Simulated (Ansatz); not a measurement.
Compare A (`CC[Si]C`) with its isomer B (`[SiH3]C1CC1`).

Program: Ansatz. Geometries: PBE0-D4/def2-TZVP. ΔE: electronic, gas phase. CCSD(T)/CBS is the MP2 limit (def2-TZVPP, def2-QZVPP) plus CCSD(T) − MP2 in def2-TZVPP, frozen cores. Functionals use def2-TZVPP. B3LYP here is the variant with VWN-RPA as its local correlation; programs differ in this. Each species was taken in one conformer, which may not be the lowest.

A:

```xyz
12

C     0.375   -1.172    0.699
C     1.161    0.100    0.414
Si    0.321    1.716   -0.135
C    -1.264    1.023   -0.915
H    -0.234   -1.473   -0.156
H     1.033   -2.011    0.943
H    -0.302   -1.038    1.546
H     1.842   -0.058   -0.447
H     1.845    0.336    1.237
H    -1.037    0.249   -1.658
H    -1.869    0.533   -0.140
H    -1.872    1.796   -1.388
```

B:

Z-matrix (Å, degrees):
```
Si
C 1 1.853
H 1 1.489 2 111.5
H 1 1.489 2 111.6 3 121.0
H 1 1.490 2 108.2 3 -119.5
C 2 1.509 1 119.9 3 154.3
C 2 1.509 1 119.9 3 84.9
H 2 1.086 1 116.0 3 -60.4
H 6 1.083 2 117.5 1 142.5
H 6 1.084 2 118.2 1 -1.0
H 7 1.083 2 117.5 1 -142.5
H 7 1.084 2 118.2 1 1.0
```

Question: Which is lower in electronic energy at CCSD(T)/CBS, and by how much? (An estimate is asked.)

Answer: The calculation gave: B, by 8.3 kcal/mol.

Question: Give E(B) − E(A) in kcal/mol with CCSD/def2-TZVPP, PBE0-D4, MP2/def2-TZVPP, ωB97M-V, CCSD(T)/def2-SVP, B3LYP-D4, B3LYP. (Estimate.)

Answer: The calculation gave: CCSD/def2-TZVPP -8.5, PBE0-D4 -10.3, MP2/def2-TZVPP -12.3, ωB97M-V -7.9, CCSD(T)/def2-SVP -10.5, B3LYP-D4 -7.2, B3LYP -7.7. None reverses the order clearly.

Question: Does the order hold for the free energy at 298.15 K (harmonic terms from PBE0-D4)? (An estimate is asked.)

Answer: Ansatz gave: Yes: G(B) − G(A) = -9.1 kcal/mol, for one conformer each.

Largest T1 diagnostic: 0.011.

At CCSD(T), def2-SVP lies −2.1 kcal/mol from the extrapolated value and def2-TZVPP −0.2 kcal/mol. From BLYP to BHLYP (50 % exact exchange), in def2-TZVPP and without D4, E(B) − E(A) moves by −3.9 kcal/mol.
